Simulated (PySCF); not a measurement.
A calculated (BHandHLYP, PySCF 2.14, x2c-QZVPPall, the spin-free X2C one-electron Hamiltonian (Gaussian nucleus)) atom or ion has these occupied shells.

```
shell  electrons  orbital energy (eV)  rms radius, mean of both spins (bohr)
 1s α          1             -16060.0                                 0.0451
 1s β          1             -16060.0                                 0.0451
 2s α          1              -2210.2                                  0.187
 2s β          1              -2210.1                                  0.187
 2p α          3              -1961.7                                  0.166
 2p β          3              -1961.6                                  0.166
 3s α          1              -357.90                                  0.525
 3s β          1              -357.83                                  0.525
 3p α          3              -276.36                                  0.537
 3p β          3              -276.31                                  0.537
 3d α          5              -141.46                                  0.549
 3d β          5              -141.42                                  0.549
 4s α          1              -48.414                                   1.45
 4s β          1              -48.187                                   1.45
 4p α          3              -27.693                                   1.68
 4p β          3              -27.558                                   1.68
 5s α          1               -5.530                                   4.53
 5p α          1               -2.885                                   5.86
```

Problem. Name the element and its charge.

Solution. Sr (strontium, neutral), in [Kr] 5s1 5p1, high-spin 3P determinant (an excited configuration).
